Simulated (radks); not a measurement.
Task: Coherent X-ray form factor from a spherical all-electron density. Method: Dirac Kohn-Sham, LDA (Slater exchange, Perdew-Wang correlation), spin-unpolarised, spherical densities, finite nucleus; Fermi nuclear charge, rms radius of each element as measured or else 0.836 A^(1/3) + 0.57 fm; computed with a radial shooting solver on a logarithmic mesh with Libxc functionals.

sin(theta)/lambda (1/angstrom)  f0 (electrons)
0.05                                    75.383
0.1                                     73.617
0.15                                    70.929
0.2                                     67.625
0.25                                    64.011
0.3                                     60.343
0.4                                     53.481
0.5                                     47.650
0.6                                     42.801
0.8                                     35.118
1                                       29.089
1.25                                    23.314
1.5                                     19.325
2                                       14.956

The species is in the configuration that NIST lists as its ground one. Which atom or ion scatters so?

Result: The mercury ion Hg4+, [Xe] 4f14 5d8. Extrapolating in s^2 from the first two rows gives f0(0) = 76.0, near the electron count 76; among species with that count, the fall with angle is slower the higher Z, and the table is that of Z = 80; from so few rows the species is fixed only to a neighbour or two.
